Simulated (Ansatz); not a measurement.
C$_{2}$H$_{6}$MgO (`C[CH2][Mg][OH]`) at its PBE0-D4/def2-TZVP geometry, where that method's forces vanish. The species carries charge 0 and has multiplicity 1.

| atom | x (Å) | y (Å) | z (Å) |
| --- | --- | --- | --- |
| C1 | -0.027 | -1.454 | -0.656 |
| C2 | -0.161 | -0.600 | 0.607 |
| Mg3 | 0.076 | 1.464 | 0.371 |
| O4 | 0.275 | 3.207 | 0.178 |
| H5 | 0.957 | -1.346 | -1.122 |
| H6 | -0.163 | -2.523 | -0.454 |
| H7 | -0.765 | -1.182 | -1.416 |
| H8 | -1.143 | -0.772 | 1.066 |
| H9 | 0.565 | -0.935 | 1.358 |
| H10 | 0.385 | 4.141 | 0.067 |

For each bond, give half the difference of the two atoms' forces along it (eV/Å; positive pushes the atoms apart) under PBE-D4, r2SCAN-D4, B3LYP-D4, ωB97M-V in def2-TZVPP. (An estimate is asked.)

Computed: 
```json
{"bond": "C1–C2", "length (Å)": "1.530", "PBE-D4": "0.01", "r2SCAN-D4": "0.15", "B3LYP-D4": "0.22", "ωB97M-V": "0.23"}
{"bond": "C1–H5", "length (Å)": "1.094", "PBE-D4": "0.09", "r2SCAN-D4": "-0.03", "B3LYP-D4": "-0.07", "ωB97M-V": "-0.08"}
{"bond": "C1–H6", "length (Å)": "1.097", "PBE-D4": "0.13", "r2SCAN-D4": "-0.03", "B3LYP-D4": "-0.06", "ωB97M-V": "-0.11"}
{"bond": "C1–H7", "length (Å)": "1.094", "PBE-D4": "0.10", "r2SCAN-D4": "-0.03", "B3LYP-D4": "-0.07", "ωB97M-V": "-0.08"}
{"bond": "C2–Mg3", "length (Å)": "2.091", "PBE-D4": "-0.11", "r2SCAN-D4": "-0.05", "B3LYP-D4": "-0.01", "ωB97M-V": "-0.10"}
{"bond": "C2–H8", "length (Å)": "1.097", "PBE-D4": "0.11", "r2SCAN-D4": "-0.02", "B3LYP-D4": "-0.09", "ωB97M-V": "-0.10"}
{"bond": "C2–H9", "length (Å)": "1.097", "PBE-D4": "0.11", "r2SCAN-D4": "-0.02", "B3LYP-D4": "-0.09", "ωB97M-V": "-0.10"}
{"bond": "Mg3–O4", "length (Å)": "1.765", "PBE-D4": "0.00", "r2SCAN-D4": "0.01", "B3LYP-D4": "0.03", "ωB97M-V": "0.13"}
{"bond": "O4–H10", "length (Å)": "0.947", "PBE-D4": "0.34", "r2SCAN-D4": "0.01", "B3LYP-D4": "0.02", "ωB97M-V": "-0.07"}
```

B3LYP here is the variant with VWN-RPA as its local correlation; programs differ in this.
